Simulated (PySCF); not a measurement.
PySCF input file for Ga(Br)2(OH) (Br2GaHO), SMILES [OH][Ga]([Br])[Br], PBE/pcSseg-1. Geometry: PBE0-D3(BJ)/def2-SVP. The structure was generated by enumeration; whether it is a known compound was not checked. One conformer was computed; it need not be the lowest.

```python
import numpy as np
from pyscf import gto, scf, dft
from pyscf.prop.nmr import rks as nmr

mol = gto.M(
    atom='''
    Ga    0.55880834    0.00661602    0.00000000
    Br   -0.56394217   -1.97009483   -0.00000000
    Br   -0.54059291    1.97916564   -0.00000000
    O     2.32578336    0.03923122    0.00000000
    H     2.72940220   -0.83642445   -0.00000001
    ''',
    basis='pcSseg-1',
    charge=0,
    spin=0,
    max_memory=1600,
    verbose=3,
)
mf = dft.RKS(mol, xc='pbe')
mf.grids.level = 3
mf.conv_tol = 1e-10
mf.max_cycle = 100
mf.kernel()
n = nmr.NMR(mf)
n.verbose = 2
n.max_cycle_cphf = 60
sigma = n.kernel()
print('atom   isotropic/ppm   span/ppm')
for i, s in enumerate(sigma):
    w = np.linalg.eigvalsh((s + s.T) / 2)
    print(f'{mol.atom_symbol(i):2s}{i + 1:3d} {w.mean():14.3f} {w[2] - w[0]:11.3f}')
```

Log of the run:

```
converged SCF energy = -7147.26830206292
atom   isotropic/ppm   span/ppm
Ga  1       1301.751     403.655
Br  2       2382.145     856.492
Br  3       2446.412     786.126
O   4        197.691     213.312
H   5         27.816      18.865
```

The run converged.

Cost: about 40 core-seconds (a rough figure).
